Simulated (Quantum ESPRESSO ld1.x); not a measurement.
Question: The mean radii <r> (bohr) of the occupied orbitals of an atom or ion are listed with their occupations. All-electron calculation, Dirac Kohn-Sham, PBE, spin-unpolarised, spherical densities, point nucleus. Program: ld1.x of Quantum ESPRESSO 7.5.

orbital  occ.      <r>
1s1/2       2  0.04408
2s1/2       2   0.1956
2p1/2       2   0.1685
2p3/2       4   0.1723
3s1/2       2   0.5729
3p1/2       2   0.5806
3p3/2       4   0.5909
3d3/2       4   0.6168
3d5/2       6   0.6208
4s1/2       1    1.538

Name the element and its charge. Open shells, if any, are shared by 2j + 1.

Answer: Z = 34, selenium, charge +5: Se5+ in [Ar] 3d10 4s1. The 1s radius gives Z: for a bare nucleus <r> = (2 gamma + 1)/(2Z) with gamma = sqrt(1 - (Z/c)^2), 0.0432 bohr for Z = 34, and screening makes it slightly larger (0.04408 here). The occupations add up to 29, and the charge is Z minus that.
